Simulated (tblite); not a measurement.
Compound: C4H9OSi (doublet state).
Atom-mapped SMILES: `[CH3:1]/[CH:2]=[CH:3]/[CH:4][O:5][SiH3:6]` (hydrogens: H7, H8, H9 on C1; H10 on C2; H11 on C3; H12 on C4; H13, H14, H15 on Si6)

Structure used (GFN2-xTB), in Å, numbered top down from 1:
```
atom  x, y, z in Å
C1     3.064   -0.264   -0.127
C2     1.663   -0.683    0.132
C3     0.594    0.175    0.110
C4    -0.712   -0.195    0.348
O5    -1.702    0.709    0.308
Si6   -3.310    0.623    0.532
H7     3.121    0.802   -0.335
H8     3.698   -0.488    0.733
H9     3.479   -0.809   -0.978
H10    1.497   -1.728    0.349
H11    0.769    1.221   -0.106
H12   -0.979   -1.219    0.573
H13   -3.645    2.020    0.317
H14   -3.920   -0.292   -0.436
H15   -3.621    0.137    1.880
```

All values are computed: GFN2-xTB (tblite) harmonic vibrations without scaling, gas phase. The method is semi-empirical: single wavenumbers can be off by several per cent or more. Modes of hydrogen on silicon can be 10 to 20 % off. One conformer, not necessarily the lowest. Open shells enter through the occupations alone, without spin polarisation, and single modes of such species can be off by tens of per cent.

Harmonic wavenumbers (cm⁻¹): 44.1, 97.0, 101.9, 132.1, 207.7, 228.7, 268.2, 388.9, 465.1, 590.3, 635.2, 679.2, 696.7, 738.4, 799.3, 826.9, 838.6, 958.5, 968.7, 1009.1, 1125.1, 1200.7, 1223.0, 1241.6, 1279.0, 1399.1, 1437.9, 1468.4, 1479.8, 1530.5, 2216.7, 2250.8, 2361.1, 2953.2, 2978.4, 3039.5, 3040.1, 3064.4, 3079.8.

A = 22230, B = 876.2, C = 855.5 MHz; mass 101.042 u (most abundant isotopes); point group Cs, symmetry number 1; spin multiplicity 2.

**Question.** Zero-point energy?

**Answer.** ½Σν̃ = 24522 cm⁻¹ = 293.35 kJ/mol.

**Question.** Entropy at 273.15 K, 1 bar (ideal gas, RRHO, classical rotation)?

**Answer.** Translation 164.60, rotation 113.37, vibration 96.43, spin (R ln 2) 5.76: S = 380.2 J/(mol K).

**Question.** And Cp and H(273.15 K) − H(0)?

**Answer.** Cp = 129.38 J/(mol K), of which vibrations give 96.12 (their classical limit is 39 R = 324.3); H(273.15 K) − H(0) = 22.81 kJ/mol without the zero-point energy, 13.72 from vibrations.

**Question.** How do the functions run with temperature in this model?

**Answer.** 
```json
{"T (K)": "100", "S (J/(mol K))": "283.0", "Cp (J/(mol K))": "73.8", "H − H(0) (kJ/mol)": "5.28", "G − H(0) (kJ/mol)": "-23.02", "ln q(vib)": "1.58"}
{"T (K)": "200", "S (J/(mol K))": "343.8", "Cp (J/(mol K))": "105.2", "H − H(0) (kJ/mol)": "14.23", "G − H(0) (kJ/mol)": "-54.53", "ln q(vib)": "3.91"}
{"T (K)": "300", "S (J/(mol K))": "392.7", "Cp (J/(mol K))": "138.2", "H − H(0) (kJ/mol)": "26.40", "G − H(0) (kJ/mol)": "-91.41", "ln q(vib)": "6.15"}
{"T (K)": "500", "S (J/(mol K))": "477.4", "Cp (J/(mol K))": "195.0", "H − H(0) (kJ/mol)": "60.03", "G − H(0) (kJ/mol)": "-178.65", "ln q(vib)": "10.43"}
{"T (K)": "800", "S (J/(mol K))": "582.1", "Cp (J/(mol K))": "250.1", "H − H(0) (kJ/mol)": "127.52", "G − H(0) (kJ/mol)": "-338.15", "ln q(vib)": "16.41"}
{"T (K)": "1000", "S (J/(mol K))": "640.6", "Cp (J/(mol K))": "274.2", "H − H(0) (kJ/mol)": "180.07", "G − H(0) (kJ/mol)": "-460.55", "ln q(vib)": "20.07"}
```

q(vib) and H(0) count from the zero-point level.

**Question.** Which modes carry the vibrational entropy at 273.15 K?

**Answer.** 44.1 cm⁻¹: 20.47; 97.0 cm⁻¹: 13.99; 101.9 cm⁻¹: 13.59; 132.1 cm⁻¹: 11.50; 207.7 cm⁻¹: 7.97; 228.7 cm⁻¹: 7.25 J/(mol K); the other 33 give 21.67 together.

Hindered rotation and anharmonicity are outside this model. Other conformers, if any are populated, would add a mixing term that is left out.
